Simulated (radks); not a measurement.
All-electron atom: Ir3+ in [Kr] 4d10 4f14 5s2 5d(up 3, down 3) 5p(up 3, down 3) (spins set by hand, not the high-spin state). All-electron calculation, scalar-relativistic Kohn-Sham, r2SCAN, spin-polarised, spherical densities, finite nucleus; meta-GGA in the generalised Kohn-Sham scheme; Fermi nuclear charge, rms radius 5.4032 fm. Program: a radial shooting solver on a logarithmic mesh with Libxc functionals.

Unscreened Slater integrals over Kohn-Sham orbitals (hartree). They are taken over the spin-up orbitals.

| integral | value |
|---|---|
| F0(5d,5d) | 0.58868 |
| F2(5d,5d) | 0.30794 |
| F4(5d,5d) | 0.20451 |
| F0(5d,5p) | 0.66806 |
| F2(5d,5p) | 0.33213 |
| G1(5d,5p) | 0.39918 |
| G3(5d,5p) | 0.24741 |
| F0(5d,4f) | 0.75837 |
| F2(5d,4f) | 0.17886 |
| F4(5d,4f) | 0.083748 |
| G1(5d,4f) | 0.060899 |
| G3(5d,4f) | 0.056455 |
| G5(5d,4f) | 0.044924 |
| F0(5d,5s) | 0.69499 |
| G2(5d,5s) | 0.26114 |
| F0(5p,5p) | 0.79884 |
| F2(5p,5p) | 0.43150 |
| F0(5p,4f) | 0.98173 |
| F2(5p,4f) | 0.30744 |
| G2(5p,4f) | 0.12215 |
| G4(5p,4f) | 0.10184 |
| F0(5p,5s) | 0.85080 |
| G1(5p,5s) | 0.56887 |
| F0(4f,4f) | 1.7155 |
| F2(4f,4f) | 0.84525 |
| F4(4f,4f) | 0.53677 |
| F6(4f,4f) | 0.38808 |
| F0(4f,5s) | 1.0998 |
| G3(4f,5s) | 0.15681 |
| F0(5s,5s) | 0.91792 |

Derived for the open shells (J is the average intra-shell exchange parameter used in DFT+U). 5d: Racah B = F2/49 - 5 F4/441 = 0.003966 hartree, C = 35 F4/441 = 0.01623 hartree, C/B = 4.09, F4/F2 = 0.664, J = (F2 + F4)/14 = 0.03660 hartree.
